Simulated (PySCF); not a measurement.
C3H7O, SMILES CC([O])C, multiplicity 2.

Geometry: PBE-D3(BJ)/def2-SVP. The isomer is the one that the SMILES or the coordinates give; other isomers of the formula were not compared.

Computed with CAM-B3LYP/def2-TZVP in PySCF.

Gas-phase values at a fixed geometry.

- total energy: -193.66563 hartree
- point group: Cs
- α spin, highest occupied and lowest empty level: -9.54 and 1.83 eV
- β spin, highest occupied and lowest empty level: -9.03 and -2.26 eV
- dipole moment: 2.13 D
- quadrupole, principal values (traceless, Buckingham form, about the centre of nuclear charge): -4.45, 1.19, 3.26 D·Å
- mean static polarisability: 43.6 bohr³ (6.46 Å³)
- polarisability, principal values: 38.9, 44.1, 47.8 bohr³
- ⟨S²⟩: 0.755 (pure state 0.75)
